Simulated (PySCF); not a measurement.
# WH₂ + 2 HBr → WH₄ + Br₂

Level: PBE0 in the def2-TZVP basis family, computed in PySCF with density fitting; scalar-relativistic core potentials for atoms from Rb on, none lighter, no spin–orbit coupling; open shells unrestricted.

```csv
species,state and structure,E (Eh),ZPE (kJ/mol),H(298 K) − H(0) (kJ/mol),S° (J/(mol K))
WH₂,"quintet, C2v, W–H 1.713 Å (×2); H–W–H 113.2°",-68.14143,27.1,10.3,247.3
HBr,"singlet, C∞v, H–Br 1.421 Å",-2574.45811,16.0,8.7,198.5
WH₄,"triplet, Td, W–H 1.704 Å (×4)",-69.35799,66.5,11.9,245.4
Br₂,"singlet, D∞h, Br–Br 2.281 Å",-5147.70672,2.0,9.7,244.8
```

Task: What is the electronic reaction energy?

Result: At PBE0/def2-TZVP, ΔE = -18.5 kJ/mol from the differences of the total energies times 2625.5, downhill. 

Task: Add zero-point, thermal and entropy terms for 298.15 K and 1 bar.

Result: ΔZPE = 9.4 and Δ[H(298) − H(0)] = -6.1 kJ/mol give ΔH° = -15.2 kJ/mol. ΔS° = -154.1 J/(mol K), so ΔG° = -15.2 − 298.15 × (-0.1541) = 31 kJ/mol and log₁₀K = -5.4.

Spin–orbit coupling can matter for WH₂, WH₄ and is left out. Open d or f shells are single determinants, so the state found may not be the ground state. Only the bonding shown was studied: isomers, or loss of a ligand pair, can lie lower.
